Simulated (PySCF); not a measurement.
Method: PBE-D3(BJ)/def2-TZVP // r2SCAN-D4/def2-TZVP run with PySCF. Isolated molecules, 0 K electronic values unless said otherwise. One relaxed conformer stands for a flexible species; it need not be the lowest. Excitations are Tamm–Dancoff values on a coarser integration grid. The basis has no diffuse functions, so Rydberg states are missing or too high.

Reference species (SMILES): `[H]/N=C(\N)OC` (neutral, multiplicity 1).

The S1 oscillator strength comes out as 0.002 and the T1 excitation (TDA) is 5.45 eV. The S1–T1 gap (TDA) is 0.39 eV.

Changed species: `C(/N=C\N)O` (C–N–C–O torsion -52°, N–C–O–H torsion -61°).

Problem. What does the change do to the S1 oscillator strength, T1 excitation (TDA) and S1–T1 gap (TDA)?

Solution. the S1 oscillator strength stays essentially unchanged; the T1 excitation (TDA) decreases by 0.96 eV, to 4.49 eV; the S1–T1 gap (TDA) increases by 0.30 eV, to 0.69 eV.
